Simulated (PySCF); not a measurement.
F₂Ge, neutral, multiplicity 1.

```xyz
3

Ge     0.0000     0.0000     0.4177
F      0.0000    -1.3212    -0.7425
F      0.0000     1.3212    -0.7425
```
Charge 0, spin multiplicity 1.

Geometry optimised at B3LYP-D3(BJ)/def2-TZVP. The isomer is the one that the SMILES or the coordinates give; other isomers of the formula were not compared.

Computed with KT2/pcSseg-2 (PySCF). Non-relativistic, no solvent.

Computed absolute GIAO shielding of each atom: isotropic value and principal components (ppm):
```json
[
 {"atom": "Ge1", "σ(iso)": "1361.6", "σ11": "1078.3", "σ22": "1298.1", "σ33": "1708.4", "span": "630.1"},
 {"atom": "F2", "σ(iso)": "68.2", "σ11": "-287.0", "σ22": "156.3", "σ33": "335.3", "span": "622.4"},
 {"atom": "F3", "σ(iso)": "68.2", "σ11": "-287.0", "σ22": "156.3", "σ33": "335.3", "span": "622.4"}
]
```
